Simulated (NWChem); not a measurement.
CH4BF; SMILES B(F)C

All runs: NWChem. Coordinates come from a PBE0/def2-SVP optimisation. Ions are spin-unrestricted doublets at the neutral geometry; other ion states weren't tried.

For level CAM-B3LYP/def2-SVP:

- vertical ionisation energy, ΔSCF (eV) = 11.72
- −ε(HOMO) (eV) = 10.32

Estimate the same quantities for level PBE/def2-SVP.

The vertical ionisation energy, ΔSCF (eV) comes out as 11.16 and the −ε(HOMO) (eV) is 7.25.
